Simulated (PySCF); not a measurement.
An unknown shows these calculated signals:

¹H NMR (400 MHz, computed): δ 9.44 (s, 1H), 8.97 (d, 1H), 7.70 (d, 1H), 7.69 (d, 1H), 7.52 (m, 1H), 7.45 (d, 1H), 4.17 (br, 3H).

¹³C{¹H} NMR (computed): δ 163.1 (CH2), 159.2 (CH), 157.1 (CH), 152.2 (C), 140.5 (CH), 127.8 (CH).

- shielding tensors at HF/pcSseg-1 (GIAO)
- structure optimised with PBE0-D3(BJ)/def2-SVP
- run in PySCF 2.14.0 with density-fitted response routines
- isolated molecule, no relativistic terms, single conformer, one averaged value for each set of equivalent atoms

Scale: TMS for ¹H (σref 31.69), ¹³C (σref 190.85) (reference shieldings calculated alike).

Question: Which of these does the molecule contain: a CF3 group, an aldehyde, a heteroaromatic ring, a benzene ring?

Answer: 
- A CF3 group: no.
- An aldehyde: no.
- A heteroaromatic ring: yes.
- A benzene ring: no.

The data belong to SMILES C=Nc1ccc[n+]([AlH3-])c1, C6H9AlN2; they needn't prove each group on their own.

Carbon signals by region: 1 in the far downfield region (above 160 ppm), 5 in the sp2 and nitrile region (100–160 ppm). Above 160 ppm: 163.1, C=N carbon.

Hydrides on Al or Ga are broadened by the quadrupolar metal nucleus. Shifts are as computed. Against solution values, carbons near 30 ppm lie about -0 ppm off and those near 130 ppm about +7 ppm. Of 1309 compounds with measured shifts, 239 miss one by over three times the rms of a fit or turn the order of signals round; such compounds aren't used in these exercises. Multiplicities follow the n + 1 count of equivalent neighbours, as no J values were calculated; m marks all less simple cases, F and P coupling included.
